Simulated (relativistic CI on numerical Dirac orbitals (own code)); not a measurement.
## Crystal-field levels of Ho²⁺, 4f11

Calculated by Dirac-Coulomb-Breit CI, orbitals from a KLI potential per configuration, QED by a radiative potential, valence Slater integrals scaled by 0.75, one configuration in a parametric crystal field (own radial code).

Field parameters in Wybourne normalisation; cubic f-shell fields have B⁴₄ = √(5/14) B⁴₀ and B⁶₄ = −√(7/2) B⁶₀. The field is a parameter set, without covalency.

S and J are read from ⟨S²⟩ = S(S + 1) and ⟨J²⟩ = J(J + 1) of each level; they are not fictitious spins.

Oh, B40 = 460, B60 = 410 cm⁻¹, the lowest 16 levels:

| E (cm⁻¹) | Degeneracy | Irrep | S | J |
| --- | --- | --- | --- | --- |
| 0.0 | 2 | Γ7 | 1.48 | 7.50 |
| 108 | 4 | Γ8 | 1.48 | 7.50 |
| 235 | 4 | Γ8 | 1.48 | 7.50 |
| 241 | 2 | Γ6 | 1.48 | 7.50 |
| 430 | 4 | Γ8 | 1.48 | 7.50 |
| 5550 | 2 | Γ7 | 1.49 | 6.50 |
| 5594 | 4 | Γ8 | 1.49 | 6.50 |
| 5610 | 2 | Γ6 | 1.49 | 6.50 |
| 5663 | 4 | Γ8 | 1.49 | 6.50 |
| 5732 | 2 | Γ7 | 1.49 | 6.50 |
| 8507 | 4 | Γ8 | 1.35 | 5.50 |
| 8511 | 2 | Γ6 | 1.35 | 5.50 |
| 8532 | 4 | Γ8 | 1.35 | 5.50 |
| 8572 | 2 | Γ7 | 1.35 | 5.50 |
| 10142 | 2 | Γ6 | 1.19 | 4.50 |
| 10205 | 4 | Γ8 | 1.19 | 4.50 |

Principal g values of the ground doublet: 6.81, 6.81, 6.81.

D4h, B20 = -770, B40 = -840, B44 = 760, B60 = 100, B64 = 570 cm⁻¹, the lowest 16 levels:

```
E (cm⁻¹)  Degeneracy  Irrep     S     J
     0.0           2     Γ6  1.48  7.50
    59.9           2     Γ7  1.48  7.50
     121           2     Γ7  1.48  7.50
     173           2     Γ6  1.48  7.50
     328           2     Γ6  1.48  7.50
     347           2     Γ6  1.48  7.50
     359           2     Γ7  1.48  7.50
     377           2     Γ7  1.48  7.50
    5465           2     Γ7  1.49  6.50
    5546           2     Γ7  1.49  6.50
    5582           2     Γ6  1.49  6.50
    5677           2     Γ6  1.49  6.50
    5680           2     Γ7  1.49  6.50
    5713           2     Γ7  1.49  6.50
    5718           2     Γ6  1.49  6.50
    8427           2     Γ7  1.36  5.50
```

Principal g values of the ground doublet: 0.05, 0.05, 16.66.

C2v, B20 = 360, B22 = 60, B40 = -30, B42 = -150, B44 = -460, B60 = -30, B62 = 240, B64 = 10, B66 = -30 cm⁻¹, the lowest 10 levels:

```csv
E (cm⁻¹),Degeneracy,S,J
0.0,2,1.48,7.50
36.5,2,1.48,7.50
71.9,2,1.48,7.50
115,2,1.48,7.50
135,2,1.48,7.50
152,2,1.48,7.50
169,2,1.48,7.50
196,2,1.48,7.50
5444,2,1.49,6.50
5472,2,1.49,6.50
```

Principal g values of the ground doublet: 0.31, 0.86, 17.13.

D4h, B20 = 290, B40 = 630, B44 = -310, B60 = 100, B64 = 550 cm⁻¹, the lowest 16 levels:

```csv
E (cm⁻¹),Degeneracy,Irrep,S,J
0.0,2,Γ7,1.48,7.50
55.6,2,Γ6,1.48,7.50
96.8,2,Γ7,1.48,7.50
124,2,Γ6,1.48,7.50
173,2,Γ7,1.48,7.50
197,2,Γ6,1.48,7.50
304,2,Γ7,1.48,7.50
320,2,Γ6,1.48,7.50
5497,2,Γ7,1.49,6.50
5519,2,Γ6,1.49,6.50
5536,2,Γ6,1.49,6.50
5553,2,Γ7,1.49,6.50
5587,2,Γ6,1.49,6.50
5605,2,Γ7,1.49,6.50
5656,2,Γ7,1.49,6.50
8429,2,Γ7,1.35,5.50
```

Principal g values of the ground doublet: 3.61, 8.22, 8.22.

D3d, B20 = 770, B40 = 300, B43 = 490, B60 = 0, B63 = -30, B66 = -450 cm⁻¹, the lowest 16 levels:

| E (cm⁻¹) | Degeneracy | Irrep | S | J |
| --- | --- | --- | --- | --- |
| 0.0 | 2 | Γ4 | 1.48 | 7.50 |
| 12.9 | 2 | Γ5+Γ6 | 1.48 | 7.50 |
| 30.0 | 2 | Γ4 | 1.48 | 7.50 |
| 186 | 2 | Γ4 | 1.48 | 7.50 |
| 204 | 2 | Γ5+Γ6 | 1.48 | 7.50 |
| 209 | 2 | Γ4 | 1.48 | 7.50 |
| 237 | 2 | Γ4 | 1.48 | 7.50 |
| 288 | 2 | Γ5+Γ6 | 1.48 | 7.50 |
| 5479 | 2 | Γ4 | 1.49 | 6.50 |
| 5483 | 2 | Γ5+Γ6 | 1.49 | 6.50 |
| 5488 | 2 | Γ4 | 1.49 | 6.50 |
| 5566 | 2 | Γ4 | 1.49 | 6.50 |
| 5574 | 2 | Γ5+Γ6 | 1.49 | 6.50 |
| 5603 | 2 | Γ4 | 1.49 | 6.50 |
| 5667 | 2 | Γ4 | 1.49 | 6.50 |
| 8408 | 2 | Γ4 | 1.36 | 5.50 |

Principal g values of the ground doublet: 0.57, 8.71, 8.71.

The next free-ion level lies 5406 cm⁻¹ above the lowest; the field splits the ground level into components whose J stays near 15/2 as long as their spread is small against that gap.

Levels of this model without a field, named by their leading LS term (the scale mimics covalency, so terms lie below those of the real free ion): ⁴I°15/2 0, ⁴I°13/2 5406, ⁴I°11/2 8300, ⁴I°9/2 10051, ⁴F°9/2 13160, ²H°11/2 15897, ⁴S°3/2 16187, ⁴F°7/2 17924 cm⁻¹.
